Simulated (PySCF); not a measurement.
## Electron correlation in Er⁵³⁺ (erbium, charge +53)

[Ne] 3s2 3p3, high-spin 4S determinant. All numbers are calculated (PySCF 2.14, no relativity, point nucleus, in an even-tempered Gaussian basis (16 s from 13 bohr⁻², ratio 2.5; 10 p from 17 bohr⁻², ratio 2.5; 4 d from 67 bohr⁻², ratio 2.7; 4 f from 100 bohr⁻², ratio 2.7)). Frozen: 1s2; 13 electrons correlated; the 17 highest virtual orbitals of each spin left out.

| level | correlation energy (mhartree) |
| --- | --- |
| CCSD | -526.66 |
| (T) | -0.74 |
| CCSD(T) | -527.40 |

Diagnostics: T1 = 0.00018, D1 = 0.0006, largest double amplitude 0.022.

A non-relativistic calculation at this Z misses sizeable relativistic shifts. Spin-orbit coupling is strong in this species (close to jj coupling), so the high-spin LS determinant is a model state, not a physical level.

Cost of the coupled-cluster step: of the order of 30 core-seconds, for 13 correlated electrons.

At this charge a non-relativistic calculation is a model, useful for the Z dependence of the correlation energy.

Spin-orbit coupling is strong in this species, so the high-spin LS determinant is a model state.
